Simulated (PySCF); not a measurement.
C₂H₉ClSi₂, SMILES [SiH3]CC[SiH2]Cl (B3LYP/def2-SVP optimised geometry):

```
14

Si    -1.388    -1.790     4.405
C     -0.671    -0.930     2.873
C     -1.108    -1.548     1.528
Si    -0.430    -0.677     0.000
Cl    -1.060     1.317     0.000
H     -0.967    -3.224     4.439
H     -2.881    -1.741     4.374
H     -0.910    -1.122     5.652
H     -0.964     0.134     2.913
H      0.431    -0.940     2.963
H     -2.209    -1.561     1.441
H     -0.790    -2.606     1.458
H     -0.933    -1.317    -1.247
H      1.060    -0.677     0.000
```

Method: B3LYP/def2-TZVP run with PySCF 2.14.0.

**Question.** What are the frontier orbital energies and the dipole moment?

**Answer.** HOMO-2 -8.95 eV, HOMO-1 -8.59 eV, HOMO -7.93 eV, LUMO -0.02 eV, LUMO+1 0.19 eV; dipole moment 1.42 D.

On the same geometry PBE/def2-TZVP run with PySCF gives HOMO-2 -7.84 eV, HOMO-1 -7.48 eV, HOMO -6.91 eV, LUMO -0.71 eV, LUMO+1 -0.39 eV; dipole moment 1.33 D.

Meta-Löwdin charges at B3LYP/def2-TZVP: Si1 0.51, C2 -0.42, C3 -0.43, Si4 0.72, Cl5 -0.32, H6 -0.11, H7 -0.10, H8 -0.10, H9 0.12, H10 0.11, H11 0.12, H12 0.12, H13 -0.10, H14 -0.11.
